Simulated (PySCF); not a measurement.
C₄H₅Cl₂F, SMILES C=C(F)CC(Cl)Cl.

The structure is a stationary point at r2SCAN-D4/def2-SVP. This is a generated structure with no PubChem entry under its InChIKey; it may be hypothetical. The values are those of a single conformer.

These are PySCF with r2SCAN-D4/def2-SVP values and carry that method's errors.

Frequencies are harmonic and unscaled.

Computed vibrational spectrum:
| mode | ν (cm⁻¹) | IR (km/mol) | moving atoms (share of kinetic energy) |
|---|---|---|---|
| 1 | 27 | 0.8 | F 38 %, C 28 %, Cl 25 %, H 10 % |
| 2 | 105 | 1.0 | Cl 42 %, C 30 %, F 16 %, H 12 % |
| 3 | 147 | 0.4 | Cl 37 %, F 32 %, C 25 % |
| 4 | 259 | 0.7 | Cl 43 %, C 27 %, F 18 %, H 11 % |
| 5 | 278 | 0.9 | Cl 79 %, C 17 % |
| 6 | 414 | 2.3 | C 58 %, Cl 23 %, H 14 % |
| 7 | 419 | 1.4 | H 51 %, C 37 %, F 9 % |
| 8 | 475 | 5.9 | C 38 %, H 31 %, F 30 % |
| 9 | 639 | 25.4 | C 64 %, Cl 24 %, H 12 % |
| 10 | 678 | 104.2 | C 67 %, Cl 20 %, H 13 % |
| 11 | 724 | 2.2 | C 76 %, H 18 % |
| 12 | 747 | 0.3 | H 87 %, C 9 % |
| 13 | 845 | 46.4 | H 70 %, C 29 % |
| 14 | 877 | 10.7 | C 66 %, H 24 %, F 9 % |
| 15 | 946 | 46.9 | H 49 %, C 38 %, F 13 % |
| 16 | 962 | 2.2 | C 42 %, H 42 %, F 16 % |
| 17 | 1023 | 17.7 | C 61 %, H 38 % |
| 18 | 1189 | 24.3 | H 87 %, C 10 % |
| 19 | 1242 | 56.1 | H 79 %, C 19 % |
| 20 | 1250 | 19.8 | H 72 %, C 28 % |
| 21 | 1285 | 18.2 | H 57 %, C 39 % |
| 22 | 1372 | 27.9 | H 54 %, C 43 % |
| 23 | 1386 | 4.9 | H 83 %, C 17 % |
| 24 | 1428 | 24.6 | H 81 %, C 18 % |
| 25 | 1746 | 86.0 | C 92 % |
| 26 | 3056 | 4.4 | H 94 % |
| 27 | 3129 | 1.6 | H 90 %, C 10 % |
| 28 | 3137 | 4.3 | H 92 %, C 8 % |
| 29 | 3178 | 1.1 | H 94 % |
| 30 | 3293 | 0.1 | H 89 %, C 11 % |
